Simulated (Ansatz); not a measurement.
The same path of ClFGeH2O + FH (8 atoms, charge 0, multiplicity 1) was run twice with different band settings. Lost on the way: Ge1–O2, F7–H8. Made: Ge1–F7, O2–H8.

Method: Ansatz 0.2.0, RKS PBE-D4/def2-SVP.

Relaxed end points:

```xyz
8
Properties=species:S:1:pos:R:3
Ge -0.398 -0.255 0.009
O -0.721 -0.285 1.736
H -0.302 0.525 2.125
F 1.282 0.365 -0.137
Cl -1.571 1.187 -1.076
H -0.445 -1.658 -0.612
F 0.942 1.850 1.895
H 1.346 1.411 1.146
```

```xyz
8
Properties=species:S:1:pos:R:3
Ge 0.361 0.173 -0.179
O -0.545 0.126 2.144
H -1.305 0.732 2.021
F 1.160 0.317 -1.732
Cl -1.466 1.301 -0.518
H 0.277 -1.333 0.086
F 1.483 1.106 0.806
H 0.170 0.718 2.458
```

Common settings: movable images 5; climbing image yes; optimiser quadratic models (default); start path through a guess of the saddle point; force threshold 0.03 eV/Å; iteration limit 60; end points relaxed.

| run | spring |
| --- | --- |
| 1 | 5.0 eV/Å² |
| 2 | 2.0 to 10.0 eV/Å², energy-weighted |

Question: What does each run give, and how far can it be trusted?

Answer: Run 1: converged after 15 iterations, highest image 0.736 eV above the first end. A vibrational analysis at the climbing image gives one clearly imaginary mode, 466i cm⁻¹: a first-order saddle point.
Run 2: converged after 17 iterations, highest image 0.736 eV above the first end. Another band between the same ends (5 images) ends at a top of the same energy, where a vibrational analysis finds 1 clearly imaginary mode.
The orbitals stay closed-shell, which can raise the energy where a bond breaks towards radicals; this wasn't checked here.
